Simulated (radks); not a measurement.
The numbers below are computed, except where a source is named.
All-electron atom: Eu3+ in [Xe] 4f5 6s1 (not the ground configuration).

Level of theory: scalar-relativistic Kohn-Sham, PBE, spin-polarised, spherical densities, finite nucleus; open shells are filled with parallel spins first (spin-orbit coupling, left out, can overturn this in heavy ions); Fermi nuclear charge, rms radius 5.1115 fm (a radial shooting solver on a logarithmic mesh with Libxc functionals).

Energy parts (eV):
part                      energy
total                 -295010.41
kinetic                316024.99
electron-nucleus      -716554.28
Hartree                112066.28
exchange-correlation    -6547.40

Orbitals (lengths in bohr, moments of r in powers of bohr; <r^-3> diverges for s and p1/2):
[
 {"orbital": "1s up", "occ.": "1", "eigenvalue (eV)": "-48404.48", "<1/r>": "70.22", "<r>": "0.02232", "<r^2>": "0.0006793", "<r^-3>": "-"},
 {"orbital": "1s down", "occ.": "1", "eigenvalue (eV)": "-48404.46", "<1/r>": "70.22", "<r>": "0.02232", "<r^2>": "0.0006793", "<r^-3>": "-"},
 {"orbital": "2s up", "occ.": "1", "eigenvalue (eV)": "-7985.033", "<1/r>": "16.27", "<r>": "0.09513", "<r^2>": "0.01068", "<r^-3>": "-"},
 {"orbital": "2s down", "occ.": "1", "eigenvalue (eV)": "-7984.987", "<1/r>": "16.27", "<r>": "0.09512", "<r^2>": "0.01068", "<r^-3>": "-"},
 {"orbital": "2p up", "occ.": "3", "eigenvalue (eV)": "-7119.429", "<1/r>": "15.23", "<r>": "0.08390", "<r^2>": "0.008593", "<r^-3>": "10780"},
 {"orbital": "2p down", "occ.": "3", "eigenvalue (eV)": "-7119.394", "<1/r>": "15.23", "<r>": "0.08390", "<r^2>": "0.008592", "<r^-3>": "10780"},
 {"orbital": "3s up", "occ.": "1", "eigenvalue (eV)": "-1793.306", "<1/r>": "5.960", "<r>": "0.2497", "<r^2>": "0.07122", "<r^-3>": "-"},
 {"orbital": "3s down", "occ.": "1", "eigenvalue (eV)": "-1791.337", "<1/r>": "5.965", "<r>": "0.2495", "<r^2>": "0.07112", "<r^-3>": "-"},
 {"orbital": "3p up", "occ.": "3", "eigenvalue (eV)": "-1523.872", "<1/r>": "5.611", "<r>": "0.2482", "<r^2>": "0.07137", "<r^-3>": "2243"},
 {"orbital": "3p down", "occ.": "3", "eigenvalue (eV)": "-1521.913", "<1/r>": "5.616", "<r>": "0.2479", "<r^2>": "0.07124", "<r^-3>": "2247"},
 {"orbital": "3d up", "occ.": "5", "eigenvalue (eV)": "-1163.224", "<1/r>": "5.324", "<r>": "0.2261", "<r^2>": "0.06012", "<r^-3>": "303.4"},
 {"orbital": "3d down", "occ.": "5", "eigenvalue (eV)": "-1161.718", "<1/r>": "5.329", "<r>": "0.2259", "<r^2>": "0.05997", "<r^-3>": "304.1"},
 {"orbital": "4s up", "occ.": "1", "eigenvalue (eV)": "-392.7073", "<1/r>": "2.515", "<r>": "0.5644", "<r^2>": "0.3593", "<r^-3>": "-"},
 {"orbital": "4s down", "occ.": "1", "eigenvalue (eV)": "-388.0467", "<1/r>": "2.515", "<r>": "0.5643", "<r^2>": "0.3593", "<r^-3>": "-"},
 {"orbital": "4p up", "occ.": "3", "eigenvalue (eV)": "-303.7125", "<1/r>": "2.317", "<r>": "0.5966", "<r^2>": "0.4046", "<r^-3>": "502.1"},
 {"orbital": "4p down", "occ.": "3", "eigenvalue (eV)": "-299.0838", "<1/r>": "2.316", "<r>": "0.5967", "<r^2>": "0.4047", "<r^-3>": "501.4"},
 {"orbital": "4d up", "occ.": "5", "eigenvalue (eV)": "-179.5914", "<1/r>": "2.045", "<r>": "0.6472", "<r^2>": "0.4851", "<r^-3>": "57.08"},
 {"orbital": "4d down", "occ.": "5", "eigenvalue (eV)": "-175.0112", "<1/r>": "2.042", "<r>": "0.6481", "<r^2>": "0.4867", "<r^-3>": "56.90"},
 {"orbital": "4f up", "occ.": "5", "eigenvalue (eV)": "-44.9493", "<1/r>": "1.552", "<r>": "0.8195", "<r^2>": "0.8424", "<r^-3>": "8.105"},
 {"orbital": "4f down", "occ.": "0", "eigenvalue (eV)": "-40.7424", "<1/r>": "1.530", "<r>": "0.8389", "<r^2>": "0.8912", "<r^-3>": "7.909"},
 {"orbital": "5s up", "occ.": "1", "eigenvalue (eV)": "-80.7632", "<1/r>": "1.011", "<r>": "1.316", "<r^2>": "1.939", "<r^-3>": "-"},
 {"orbital": "5s down", "occ.": "1", "eigenvalue (eV)": "-78.3737", "<1/r>": "0.9969", "<r>": "1.329", "<r^2>": "1.979", "<r^-3>": "-"},
 {"orbital": "5p up", "occ.": "3", "eigenvalue (eV)": "-57.6463", "<1/r>": "0.8740", "<r>": "1.500", "<r^2>": "2.536", "<r^-3>": "79.45"},
 {"orbital": "5p down", "occ.": "3", "eigenvalue (eV)": "-55.7688", "<1/r>": "0.8608", "<r>": "1.517", "<r^2>": "2.590", "<r^-3>": "76.08"},
 {"orbital": "6s up", "occ.": "1", "eigenvalue (eV)": "-25.1511", "<1/r>": "0.4244", "<r>": "3.021", "<r^2>": "10.14", "<r^-3>": "-"},
 {"orbital": "6s down", "occ.": "0", "eigenvalue (eV)": "-23.7182", "<1/r>": "0.4266", "<r>": "3.010", "<r^2>": "10.07", "<r^-3>": "-"}
]

The highest occupied level is 6s up at -25.151 eV. The configuration is held as typed, so some empty levels lie below it. The density falls to 0.001 e/bohr^3 at r = 4.05 bohr. The electron density at the nucleus is 6.058e+05 e/bohr^3 (large components only). The spin density at the nucleus is 57.66 e/bohr^3 (1s 0.22, 2s -0.59, 3s -11.89, 4s 1.71, 5s 11.24, 6s 56.98). Spin moment in Bohr magnetons: 6. Summed over all electrons, <r^2> = 42.90 bohr^2, which gives a Langevin (diamagnetic) susceptibility term of -34 x 10^-6 cm^3/mol.
